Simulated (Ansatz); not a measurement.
Ansatz (a first-principles code) input (PBE0/def2-SVP):

Ansatz 0.2 input:
```yaml
crystal:
  periodic: [false, false, false]
  atoms:
    - {symbol: C, position_ang: [2.44160192, 0.21550027, 0.07324414]}
    - {symbol: C, position_ang: [1.50094166, -0.78293589, -0.56949606]}
    - {symbol: N, position_ang: [0.14579478, -0.19242674, -0.88112141]}
    - {symbol: C, position_ang: [-0.69861325, -1.15311413, -1.65862742]}
    - {symbol: Ge, position_ang: [-0.82631312, 0.46615232, 0.74386776]}
    - {symbol: H, position_ang: [3.42342776, -0.24496895, 0.17895658]}
    - {symbol: H, position_ang: [2.11735029, 0.51661829, 1.06959921]}
    - {symbol: H, position_ang: [2.56376426, 1.10936733, -0.54170696]}
    - {symbol: H, position_ang: [1.32394638, -1.64512529, 0.07326739]}
    - {symbol: H, position_ang: [1.90553768, -1.14757283, -1.51435325]}
    - {symbol: H, position_ang: [0.30754203, 0.62461003, -1.47131532]}
    - {symbol: H, position_ang: [-1.62662308, -0.66961673, -1.95281602]}
    - {symbol: H, position_ang: [-0.91722271, -2.01637691, -1.03334472]}
    - {symbol: H, position_ang: [-0.15571218, -1.47745937, -2.54449226]}
    - {symbol: H, position_ang: [-2.25403981, 0.59109433, 0.22524358]}
    - {symbol: H, position_ang: [-0.58274867, -0.67437467, 1.72525147]}
    - {symbol: H, position_ang: [-0.14734753, 1.78721629, 1.07906817]}
basis:
  gaussian:
    orbitals: def2-SVP
hamiltonian:
  xc: {name: PBE0}
total_charge: 1
```

End of the output:

```
integrals: 0.11 GiB planned
1732 factors; their error is unknown
0.22 GiB of the device are held for the grids
0.98 GiB of device memory are held for the factors and their scratch space
mean field: 0.63 GiB planned
mean field evaluation 1: about -61273.8817 eV, gradient 6.9e1 eV
mean field evaluation 2: about -61268.0886 eV, gradient 8.4e1 eV
mean field evaluation 4: about -61285.1379 eV, gradient 4.0e0 eV
mean field evaluation 8: about -61285.1729 eV, gradient 2.7e-2 eV
mean field evaluation 16: about -61285.2871 eV, gradient 4.4e-5 eV
mean field -61285.28707172 eV, -2252.1927592262 hartree, gradient 4.4e-5 eV, S^2 0.000000; 0 other end points of the search recorded, 0 dependent functions left out
reference -61285.28710339 eV, -2252.1927603899 hartree; 34, 34 occupied and 114, 114 virtual orbitals, 1732 factors
Total energy: -61285.28710339 eV, -2252.1927603899 hartree
```

It need not be the lowest isomer of its formula.
